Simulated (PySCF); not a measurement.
# Electronic structure of Li⁺ (lithium, charge +1) at the M06-L level

Configuration: 1s2, closed-shell 1S. Calculation: PySCF 2.14, in def2-SVP; no relativity, point nucleus.

- Total energy: -7.2961 hartree
- One-electron energy: -8.8803 hartree
- Hartree (Coulomb) energy: 3.2947 hartree
- Exchange-correlation energy: -1.7106 hartree
- Kinetic energy: 7.18643 hartree
- ⟨S²⟩: 0.0000
- ⟨L²⟩: 0.000
- Sum of ⟨r⟩: 1.147 bohr
- Sum of ⟨r²⟩: 0.8917 bohr²
- Density at the nucleus (Gaussians lack the cusp): 12.1 bohr⁻³
- Langevin diamagnetic susceptibility: -0.706 ×10⁻⁶ cm³/mol
- Time after the integrals: 0.04 s of wall time on 1 thread of Neoverse-N1 (shared host)

| shell | electrons | mean orbital energy (hartree) | rms radius, mean of both spins (bohr) |
| --- | --- | --- | --- |
| 1s | 2 | -2.28153 | 0.668 |
